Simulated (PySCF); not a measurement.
## How methods differ on the excitation energy of Ti

Ti [Ar] 3d2 4s2 (3F) → Ti [Ar] 3d3 4s1, s spin flipped, as a difference of total energies. All numbers are calculated (PySCF 2.14, the spin-free X2C one-electron Hamiltonian (Gaussian nucleus), in x2c-TZVPPall with one added diffuse shell each of s, p, d, f type (7s6p5d3f1g, 80 functions)). Correlated levels: valence: [Ar] frozen; valence and next inner shell: [Ne] frozen. The calculations carry no spin-orbit coupling.

| method | excitation energy (eV) |
| --- | --- |
| UHF | 1.447 |
| LDA | 0.712 |
| PBE | 0.779 |
| PBE0 | 0.919 |
| r2SCAN | 0.721 |
| wB97X | 1.039 |
| TPSS | 0.881 |
| B97-3 | 1.020 |
| MN15 | 0.865 |
| MP2 (valence) | 1.564 |
| SCS-MP2 (valence) | 1.836 |
| MP2 (valence and next inner shell) | 1.319 |
| SCS-MP2 (valence and next inner shell) | 1.604 |

Task: How much does correlation contribute at MP2 (valence and next inner shell)?

Result: 1.319 − (1.447) = -0.128 eV, measured against UHF.

The upper determinant mixes two multiplicities, so it lies between the two terms.
